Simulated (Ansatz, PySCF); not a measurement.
Gas-phase reaction (SMILES): CO[Si](F)(OC)OC [fluoro(trimethoxy)silane] + S (H2S) -> CO[Si](S)(OC)OC [trimethoxy(sulfanyl)silane] + F (HF); hydrogen sulfide cleaves one Si-F bond, a model of a ligand-exchange step.

Geometries: B3LYP-D3(BJ)/def2-TZVP minima from Ansatz (a first-principles code), one conformer each, not searched for the lowest. Valence correlation only, unless marked. No spin-orbit coupling. No relativistic terms. Basis-set limits of correlation are two-point, X^-3; Hartree-Fock from the larger set. The bracket is a focal-point correction in the basis named. Thermal terms are rigid-rotor harmonic-oscillator values from B3LYP-D3(BJ) frequencies (Ansatz or PySCF) at 298.15 K and 1 atm. 1 Eh = 627.5095 kcal/mol.

```
species          E, RI-MP2/CBS(aug-cc-pV(T+d)Z,aug-cc-pV(Q+d)Z)+[CCSD(T)-MP2]/aug-cc-pV(T+d)Z (Ansatz) (Eh)  E, PBE/def2-TZVPD (Ansatz) (Eh)  H - E (Eh)
---------------  ------------------------------------------------------------------------------------------  -------------------------------  ----------
CO[Si](F)(OC)OC                                                                                  -734.15681                       -734.48027     0.14425
S (H2S)                                                                                          -398.97028                       -399.22829     0.01881
CO[Si](S)(OC)OC                                                                                 -1032.69830                      -1033.28204     0.15199
F (HF)                                                                                           -100.39388                       -100.39521     0.01259
```

### Question
Work out ΔE and ΔH at 298.15 K at the first level, then ΔH at the second.

### Answer

1. ΔE = [(-1032.69830) + (-100.39388)] - [(-734.15681) + (-398.97028)] = 0.03491 Eh = 21.9 kcal/mol at RI-MP2/CBS(aug-cc-pV(T+d)Z,aug-cc-pV(Q+d)Z)+[CCSD(T)-MP2]/aug-cc-pV(T+d)Z.
2. The terms H - E add up to 0.00152 Eh, so ΔH = (0.03491 + (0.00152))×627.5095 = 22.9 kcal/mol.
3. At PBE/def2-TZVPD the same steps give ΔE = 19.6 and ΔH = 20.6 kcal/mol, a shift of -2.3 from the first level.
4. These values are not checked against measurement here, since the tables used lack a sound gas-phase enthalpy of formation for at least one species.
